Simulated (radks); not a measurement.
Values are calculated unless marked as measured or tabulated.
The nuclear charge of the cadmium ion Cd+ is varied continuously with 47 electrons held in [Kr] 4d10 5s1. Code: a radial shooting solver on a logarithmic mesh with Libxc functionals. Model: scalar-relativistic Kohn-Sham, LDA (Slater exchange, Perdew-Wang correlation), spin-polarised, spherical densities, finite nucleus; open shells are filled with parallel spins first (spin-orbit coupling, left out, can overturn this in heavy ions); Fermi nuclear charge, rms radius 4.6087 fm. By the Hellmann-Feynman theorem dE/dZ = E(electron-nucleus)/Z, the electronic potential at the nucleus (averaged over a nucleus of fixed radius). The scalar-relativistic energy here is not variational (the density holds large components alone), so the two differ by a part that grows with Z.

Z     E (hartree)  E(electron-nucleus)/Z (hartree)  HOMO  e(HOMO) (eV)  <r> HOMO (bohr)
47.5  -5449.06657                         -277.283    5s        -9.126            2.818
48    -5589.13955                         -281.319    5s       -13.801            2.615
48.5  -5731.24630                         -285.354    5s       -18.951            2.453
49    -5875.38734                         -289.390    5s       -24.538            2.319

The central difference of E at Z = 48 is -282.180 hartree, to compare with the third column; the second derivative is -8.14 hartree.
